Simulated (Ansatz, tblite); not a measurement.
Removing an electron: the cluster SnTe₂⁻ (the lowest doublet isomer of a short search). Charge -1, multiplicity 2. Geometry: PBE-D4/def2-SVPD. Ansatz, gas phase; energy differences of separate SCF runs; the oxidised species is a singlet (the triplet lies 0.01 eV higher at PBE0-D4/def2-TZVPD).

Cartesian coordinates in Å:
```
Sn -0.7308 -0.0474 0.2573
Te -0.4198 -0.2500 -2.4091
Te 1.1506 0.2974 2.1517
```

In the def2 sets Sn, Te take a core potential; there is no spin–orbit coupling. The xTB rows come from tblite. The structure comes from a short search, and lower isomers may exist.

(1) Estimate orbital energies and vertical ionisation energies at: GFN1-xTB; GFN2-xTB; PBE-D4/def2-TZVPD; PBE0-D4/def2-TZVPD.

Answers

(1) 
| level | −HOMO (eV) | vertical IE (eV) | −LUMO (eV) | HOMO–LUMO gap (eV) | remarks |
| --- | --- | --- | --- | --- | --- |
| GFN1-xTB | – | 6.27 | – | – | – |
| GFN2-xTB | – | 4.47 | – | – | – |
| PBE-D4/def2-TZVPD | 0.78 | 2.99 | 0.25 | 0.53 | restricted singlet, untested (singlet) |
| PBE0-D4/def2-TZVPD | 1.65 | 3.20 | -0.32 | 1.97 | restricted singlet, untested (singlet) |

Run but left out: r2SCAN-D4/def2-TZVPD (neutral singlet: restricted singlet with a triplet 0.01 eV lower at the same geometry).  HOMO and LUMO are the levels of the spin that leaves or enters (xTB has no such levels and no spin-polarisation term). Other spin states of the ions may lie lower, which would lower the ionisation energy or raise the affinity. Raw xTB energy differences between charge states are shifted by several eV; the methods need an empirical correction for them.
